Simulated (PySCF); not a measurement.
## Ionisation energy of Yb²⁺ by level of theory

Yb²⁺ [Xe] 4f14 (1S) → Yb³⁺ [Xe] 4f13 (2F), as a difference of total energies. Computed with PySCF 2.14 in cc-pwCVTZ-X2C (12s11p9d7f4g1h, 186 functions), with scalar relativity by spin-free X2C-1e. Correlated levels: valence: [Kr] 4d10 frozen; valence and next inner shell: [Ar] 3d10 frozen. The calculations carry no spin-orbit coupling.

```json
{"method": "UHF", "ionisation energy (eV)": "20.644"}
{"method": "LDA", "ionisation energy (eV)": "27.104"}
{"method": "PBE", "ionisation energy (eV)": "26.492"}
{"method": "PBE0", "ionisation energy (eV)": "25.335"}
{"method": "r2SCAN", "ionisation energy (eV)": "25.547"}
{"method": "MP2 (valence)", "ionisation energy (eV)": "27.050"}
{"method": "SCS-MP2 (valence)", "ionisation energy (eV)": "26.102"}
{"method": "MP2 (valence and next inner shell)", "ionisation energy (eV)": "27.667"}
{"method": "SCS-MP2 (valence and next inner shell)", "ionisation energy (eV)": "26.576"}
```

How much does correlation contribute at MP2 (valence and next inner shell)?

27.667 − (20.644) = 7.023 eV, measured against UHF.

A first-order spin-orbit estimate (lowest level to lowest level, LS coupling) adds -0.603 eV.

For comparison: 25.053 ± 0.025 eV (semi-empirical (NIST evaluation); NIST Atomic Spectra Database, ionization energies).
